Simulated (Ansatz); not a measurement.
Consider the redistribution: `[OH][AlH][CH2]O[SiH3]` + `F[SiH2]B[SiH3]` → `[SiH3]B[SiH3]` + `[OH][AlH][CH2]O[SiH2]F`.

Computed with Ansatz on PBE0-D4/def2-TZVP structures; ΔE is electronic, products minus reactants. CCSD(T)/CBS adds triple-zeta CCSD(T) − MP2 to the extrapolated MP2 energy (def2 sets, frozen cores). DFT in def2-TZVPP. B3LYP here is the variant with VWN-RPA as its local correlation; programs differ in this. One conformer a species, not always the lowest.

```
             level  ΔE (kcal/mol)
          B3LYP-D4           -5.9
SCS-MP2/def2-TZVPP           -5.6
SCS-MP2/def2-QZVPP           -5.5
      HF/CBS(def2)           -7.5
```

Question: What does CCSD(T)/CBS give? (Best estimate.)

Answer: Computed: -5.5 kcal/mol. The listed levels differ from it by -0.4, -0.1, 0.0, -2.0 kcal/mol.

Largest T1 diagnostic among the species: 0.014.

In def2-TZVPP, CCSD(T) changes the Hartree–Fock value by +1.8 kcal/mol (the triples alone add +0.3 kcal/mol) and MP2 by +1.9 kcal/mol.
